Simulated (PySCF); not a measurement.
Numbering as in the mapped SMILES `[CH3:1][C:2](=[O:3])[C:4]#[C:5][C:6]([CH3:7])=[O:8]`. Each H is labelled by its parent atom.

How the numbers were obtained: NMR shieldings at PBE0/pcSseg-1/GIAO, geometry from GFN2-xTB, in PySCF 2.14.0 with density-fitted response routines (no solvent model, non-relativistic Hamiltonian, one computed conformer, rapidly exchanging positions averaged).

δ = σ(ref) − σ, references computed at the same level: 13C (σref 186.93) and 1H (σref 31.72) against TMS; H2O for 17O (σref 336.08).

| atoms | nucleus | count | δ (ppm) |
| --- | --- | --- | --- |
| C1/C7 | 13C | 2 | ? |
| H(C1)/H(C7) | 1H | 6 | 2.42 |
| C4/C5 | 13C | 2 | ? |
| O3/O8 | 17O | 2 | 704.3 |
| C2/C6 | 13C | 2 | 186.8 |

Q: Fill in the missing shifts.

A: 
- C4/C5: 91.8 ppm, alkyne carbon; the triple bond shields along its axis, which puts it between sp3 and sp2 carbons
- C1/C7: 36.1 ppm, methyl carbon α to a carbonyl; the adjacent C=O deshields it moderately

Shifts are as computed. Against solution values, carbons near 30 ppm lie about +3 ppm off and those near 130 ppm about +5 ppm. Of 1211 compounds with measured shifts, 218 miss one by over three times the rms of a fit or turn the order of signals round; such compounds aren't used in these exercises. Unscaled 17O shifts of doubly bonded oxygen tend to come out too high, by tens of ppm or more. Experimental scales use liquid or dissolved standards, which lie at an offset from isolated H2O (liquid H2O: subtract about 36 ppm).
